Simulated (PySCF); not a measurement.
C4H8SSeSi2, SMILES [SeH][SiH2][SiH2]c1cccs1, GFN2-xTB optimised geometry.

```
16

Se    -1.71    -4.27    -0.13
Si    -0.33    -2.43    -0.13
Si    -1.61    -0.49     0.01
C     -0.41     0.94     0.00
C      0.95     0.94     0.00
C      1.52     2.23     0.00
C      0.58     3.21     0.00
S     -1.01     2.57     0.00
H     -2.58    -3.82    -1.18
H      0.52    -2.75     1.02
H      0.50    -2.58    -1.33
H     -2.52    -0.34    -1.14
H     -2.43    -0.41     1.22
H      1.54     0.04     0.00
H      2.58     2.42     0.00
H      0.72     4.27     0.00
```

Density from PBE/def2-TZVP (PySCF) at that geometry.

Minimum of the electron density along straight lines between bonded atoms, close to the bond critical point (lines longer than 1.1 times the sum of covalent radii, or with two minima, are not listed):

| bond | length / Å | ρ at the minimum / e bohr⁻³ | ∇²ρ there / e bohr⁻⁵ | position (fraction from the first atom) |
|---|---|---|---|---|
| Se1–Si2 | 2.303 | 0.086 | -0.02 | 0.64 |
| Si2–Si3 | 2.323 | 0.094 | -0.17 | 0.53 |
| Si3–C4 | 1.870 | 0.116 | 0.22 | 0.39 |
| C4–C5 | 1.365 | 0.325 | -0.92 | 0.51 |
| C5–C6 | 1.410 | 0.301 | -0.83 | 0.50 |
| C6–C7 | 1.358 | 0.331 | -0.95 | 0.49 |
| C4–S8 | 1.734 | 0.207 | -0.37 | 0.47 |
| C7–S8 | 1.716 | 0.215 | -0.43 | 0.48 |
| Se1–H9 | 1.432 | 0.185 | -0.31 | 0.63 |
| Si2–H10 | 1.463 | 0.124 | 0.18 | 0.50 |
| Si2–H11 | 1.467 | 0.123 | 0.16 | 0.50 |
| Si3–H12 | 1.472 | 0.122 | 0.16 | 0.50 |
| Si3–H13 | 1.470 | 0.123 | 0.17 | 0.50 |
| C5–H14 | 1.077 | 0.286 | -1.00 | 0.64 |
| C6–H15 | 1.075 | 0.286 | -1.01 | 0.65 |
| C7–H16 | 1.072 | 0.289 | -1.03 | 0.65 |
